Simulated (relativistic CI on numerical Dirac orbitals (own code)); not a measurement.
**Line list: Forbidden lines, Ta52+**

These numbers are calculated, not measured: Dirac-Coulomb-Breit CI, orbitals from a KLI potential per configuration, model QED (radiative potential, 1s self-energy scaled to tabulated hydrogen-like ionisation energies), unscaled Slater integrals (own radial code, finite nucleus).

Configurations in the expansion (outside the closed core [Ne]): 3s2.3p6.3d3, 3s2.3p5.3d4, 3s.3p6.3d4, 3s2.3p6.3d2.4s, 3s2.3p6.3d2.4p, 3s2.3p6.3d2.4d, 3s2.3p5.3d3.4s, 3s2.3p6.3d2.4f, 3s2.3p5.3d3.4p, 3s.3p6.3d3.4s, 3p6.3d4.4p, 3p6.3d5, 3p5.3d6, 3p5.3d5.4s, 3p6.3d4.4s, 3p5.3d4.4s2, 3s2.3p6.3d.4s2, 3s2.3p6.4s2.4p, 3s2.3p6.4s2.4d. Double excitations out of closed p, d and f shells are left out; levels of such configurations are missing from the list, as are those of other unlisted configurations, and high levels can miss mixing partners. These lack a partner that the ground configuration has and come out too high: 3s2.3p5.3d3.4p.

```tsv
λ vac (Å)	Lower	Upper	Type	A (s⁻¹)	E lower (10³ cm⁻¹)	E upper (10³ cm⁻¹)
39.226	3s2.3p5.3d4 4I°_15/2 [85]	3s2.3p5.3d4 2I°_13/2 [176]	M1	1.59e+08	3909.8	6459.1
40.901	3s2.3p5.3d4 2I°_13/2 [97]	3s2.3p5.3d4 2I°_13/2 [176]	M1	8.35e+07	4014.2	6459.1
108.47	3s2.3p6.3d3 4F_5/2 [2]	3s2.3p6.3d3 2D_3/2 [16]	M1	6.08e+05	488.1	1410.1
115.09	3s2.3p6.3d3 4P_3/2 [3]	3s2.3p6.3d3 2D_3/2 [16]	M1	3.25e+05	541.2	1410.1
124.69	3s2.3p6.3d3 4F_7/2 [8]	3s2.3p6.3d3 2D_5/2 [19]	M1	1.18e+06	1049.2	1851.2
129.05	3s2.3p6.3d3 4F_3/2 [1]	3s2.3p6.3d3 2D_5/2 [7]	M1	2.38e+05	0.0	774.9
132.41	3s2.3p6.3d3 4F_5/2 [2]	3s2.3p6.3d3 2F_7/2 [15]	M1	1.36e+05	488.1	1243.4
133.28	3s2.3p6.3d3 4F_5/2 [2]	3s2.3p6.3d3 2F_5/2 [14]	M1	6.55e+04	488.1	1238.4
138.88	3s2.3p6.3d3 4P_3/2 [10]	3s2.3p6.3d3 2D_5/2 [19]	M1	2.24e+06	1131.2	1851.2
146.52	3s2.3p6.3d3 2D_5/2 [13]	3s2.3p6.3d3 2D_5/2 [19]	M1	1.74e+06	1168.7	1851.2
146.95	3s2.3p6.3d3 4F_5/2 [2]	3s2.3p6.3d3 2D_5/2 [13]	M1	3.52e+05	488.1	1168.7
148.35	3s2.3p6.3d3 2H_9/2 [4]	3s2.3p6.3d3 2F_7/2 [15]	M1	5.59e+05	569.3	1243.4
148.48	3s2.3p6.3d3 2G_7/2 [5]	3s2.3p6.3d3 2F_7/2 [15]	M1	6.18e+05	569.9	1243.4
149.57	3s2.3p6.3d3 2G_7/2 [5]	3s2.3p6.3d3 2F_5/2 [14]	M1	9.22e+05	569.9	1238.4
155.52	3s2.3p6.3d3 4F_5/2 [2]	3s2.3p6.3d3 4P_3/2 [10]	M1	1.64e+06	488.1	1131.2
157.43	3s2.3p6.3d3 2D_5/2 [7]	3s2.3p6.3d3 2D_3/2 [16]	M1	2.00e+06	774.9	1410.1
157.57	3s2.3p6.3d3 4P_3/2 [10]	3s2.3p6.3d3 2D_3/2 [18]	M1	2.30e+06	1131.2	1765.8
159.38	3s2.3p6.3d3 4P_3/2 [3]	3s2.3p6.3d3 2D_5/2 [13]	M1	2.02e+06	541.2	1168.7
162.80	3s2.3p6.3d3 4P_3/2 [3]	3s2.3p6.3d3 2P_1/2 [11]	M1	2.21e+05	541.2	1155.5
163.20	3s2.3p6.3d3 2F_5/2 [14]	3s2.3p6.3d3 2D_5/2 [19]	M1	1.35e+06	1238.4	1851.2
163.84	3s2.3p6.3d3 2P_1/2 [11]	3s2.3p6.3d3 2D_3/2 [18]	M1	1.49e+06	1155.5	1765.8
164.52	3s2.3p6.3d3 2F_7/2 [15]	3s2.3p6.3d3 2D_5/2 [19]	M1	7.78e+05	1243.4	1851.2
167.00	3s2.3p6.3d3 2G_7/2 [5]	3s2.3p6.3d3 2D_5/2 [13]	M1	1.74e+05	569.9	1168.7
167.36	3s2.3p6.3d3 4F_7/2 [8]	3s2.3p6.3d3 2G_9/2 [17]	M1	3.28e+06	1049.2	1646.7
167.46	3s2.3p6.3d3 2D_5/2 [13]	3s2.3p6.3d3 2D_3/2 [18]	M1	2.12e+06	1168.7	1765.8
168.40	3s2.3p6.3d3 2H_9/2 [4]	3s2.3p6.3d3 2H_11/2 [12]	M1	1.16e+06	569.3	1163.1
169.51	3s2.3p6.3d3 4P_3/2 [3]	3s2.3p6.3d3 4P_3/2 [10]	M1	3.59e+06	541.2	1131.2
170.82	3s2.3p6.3d3 4F_3/2 [1]	3s2.3p6.3d3 4P_1/2 [6]	M1	8.31e+05	0.0	585.4
172.51	3s2.3p5.3d4 4H°_13/2 [42]	3s2.3p5.3d4 4I°_15/2 [85]	M1	1.18e+06	3330.1	3909.8
175.42	3s2.3p6.3d3 4P_1/2 [6]	3s2.3p6.3d3 2P_1/2 [11]	M1	3.61e+06	585.4	1155.5
178.24	3s2.3p6.3d3 4F_5/2 [2]	3s2.3p6.3d3 4F_7/2 [8]	M1	4.01e+06	488.1	1049.2
178.24	3s2.3p6.3d3 4F_9/2 [9]	3s2.3p6.3d3 2G_9/2 [17]	M1	2.38e+06	1085.7	1646.7
180.69	3s2.3p5.3d4 2K°_15/2 [45]	3s2.3p5.3d4 4I°_15/2 [85]	M1	1.28e+06	3356.3	3909.8
183.23	3s2.3p6.3d3 4P_1/2 [6]	3s2.3p6.3d3 4P_3/2 [10]	M1	6.21e+05	585.4	1131.2
184.77	3s2.3p6.3d3 4F_3/2 [1]	3s2.3p6.3d3 4P_3/2 [3]	M1	2.23e+06	0.0	541.2
193.66	3s2.3p6.3d3 2H_9/2 [4]	3s2.3p6.3d3 4F_9/2 [9]	M1	1.87e+06	569.3	1085.7
193.87	3s2.3p6.3d3 2G_7/2 [5]	3s2.3p6.3d3 4F_9/2 [9]	M1	1.06e+06	569.9	1085.7
204.86	3s2.3p6.3d3 4F_3/2 [1]	3s2.3p6.3d3 4F_5/2 [2]	M1	2.75e+06	0.0	488.1
206.79	3s2.3p6.3d3 2H_11/2 [12]	3s2.3p6.3d3 2G_9/2 [17]	M1	2.12e+05	1163.1	1646.7
208.63	3s2.3p6.3d3 2G_7/2 [5]	3s2.3p6.3d3 4F_7/2 [8]	M1	9.72e+05	569.9	1049.2
209.78	3s2.3p5.3d4 2I°_13/2 [52]	3s2.3p5.3d4 4I°_15/2 [85]	M1	2.06e+05	3433.1	3909.8
213.46	3s2.3p6.3d3 2D_5/2 [7]	3s2.3p6.3d3 2F_7/2 [15]	M1	2.00e+05	774.9	1243.4
215.72	3s2.3p6.3d3 2D_5/2 [7]	3s2.3p6.3d3 2F_5/2 [14]	M1	9.21e+05	774.9	1238.4
226.71	3s2.3p6.3d3 2D_3/2 [16]	3s2.3p6.3d3 2D_5/2 [19]	M1	3.34e+05	1410.1	1851.2
253.95	3s2.3p6.3d3 2D_5/2 [7]	3s2.3p6.3d3 2D_5/2 [13]	M1	5.17e+05	774.9	1168.7
```

Terms are leading LS components. Brackets give the number of a level in order of energy, since labels repeat. The list gives strong lines, with weight on those to low levels, among the lowest 200 of 2434 levels, so that lines to higher ones, which can be the strongest, are missing. Levels whose partners in the same complex of configurations lie outside the list can be far off, and so can their lines. Rates are taken at the computed energies, electric ones in the length gauge.

At this charge energies of transitions that change n are usually good to better than 1 %, and those within a shell (Δn = 0) to a few per cent.

LS names give the leading component of a level, which can be under half, so a name can repeat, a term be missing and a line seem to break the LS rules.
